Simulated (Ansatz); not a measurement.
```xyz
10

C    -1.545    0.579    0.551
Si   -0.077   -0.560    0.410
Si    1.801   -0.038   -0.729
Se    0.295   -1.510   -1.647
H    -1.564    1.281   -0.284
H    -1.499    1.143    1.486
H    -2.474    0.004    0.543
H    -0.001   -1.527    1.533
H     3.127   -0.617   -0.405
H     1.937    1.245   -1.460
```

The species carries charge 0 and has multiplicity 1.

Question: List the PBE0/def2-TZVPP orbital energies in eV (the Gaussian-basis code of Ansatz). (An estimate is asked.)

Answer: Computed: Occupied: -12361.08, -1803.10, -1803.05, -1583.89, -1420.90, -1420.89, -1420.85, -278.22, -214.29, -157.82, -157.79, -157.66, -145.38, -145.35, -100.08, -100.05, -100.02, -99.99, -99.98, -99.97, -57.83, -57.83, -57.71, -57.69, -57.66, -20.22, -19.35, -14.59, -13.60, -11.93, -11.83, -10.41, -10.10, -9.61, -8.34, -7.06, -6.88. Lowest empty: -0.30, 0.04, 0.11, 0.33, 0.92, 1.39, 2.39, 2.63.
